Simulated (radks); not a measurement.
Values are calculated unless marked as measured or tabulated.
These are the eigenvalues of the occupied orbitals of an atom or ion with whole-number occupations (hartree). Level of theory: scalar-relativistic Kohn-Sham, BLYP, spin-polarised, spherical densities, finite nucleus; Fermi nuclear charge, rms radius of each element as measured or else 0.836 A^(1/3) + 0.57 fm (a radial shooting solver on a logarithmic mesh with Libxc functionals).

1s up: -203.7752
1s down: -203.7160
2s up: -28.51195
2s down: -28.46301
2p up: -24.90538
2p down: -24.83512
3s up: -8.07814
3s down: -7.81524
3p up: -7.04722

Which element is it, and in what charge state? The configuration may be excited. Open shells, if any, are filled with parallel spins first.

Answer. Z = 23, vanadium, charge +8: V8+ in [Ne] 3s2 3p3. The list shows which subshells hold electrons but not how many an open one holds; the 1s level, -203.78 hartree, gives Z - s = 20.2 by -(Z - s)^2/2, which with screening and relativity narrows Z to a few neighbours, and the depths of the outer levels then fix element, charge and occupations together.
